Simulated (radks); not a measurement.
Problem. The mean radii <r> (bohr) of the occupied orbitals of an atom or ion are listed with their occupations. Method: non-relativistic Kohn-Sham, PBE, spin-polarised, spherical densities, point nucleus; computed with a radial shooting solver on a logarithmic mesh with Libxc functionals.

orbital  occ.      <r>
1s up       1  0.02197
1s down     1  0.02197
2s up       1  0.09313
2s down     1  0.09313
2p up       3  0.07887
2p down     3  0.07887
3s up       1   0.2383
3s down     1   0.2382
3p up       3   0.2281
3p down     3   0.2281
3d up       5   0.2010
3d down     5   0.2010
4s up       1   0.5358
4s down     1   0.5360
4p up       3   0.5463
4p down     3   0.5466
4d up       5   0.5728
4d down     4   0.5735
5s up       1    1.334
5s down     1    1.337
5p up       3    1.511
5p down     3    1.514
4f up       7   0.7479
4f down     7   0.7560

Name the element and its charge. Open shells, if any, are filled with parallel spins first.

Solution. Z = 69, thulium, charge +2: Tm2+ in [Kr] 4d9 4f14 5s2 5p6. The 1s radius gives Z: for a bare nucleus <r> = 1.5/Z, 0.02174 bohr for Z = 69, and screening makes it slightly larger (0.02197 here). The occupations add up to 67, and the charge is Z minus that.
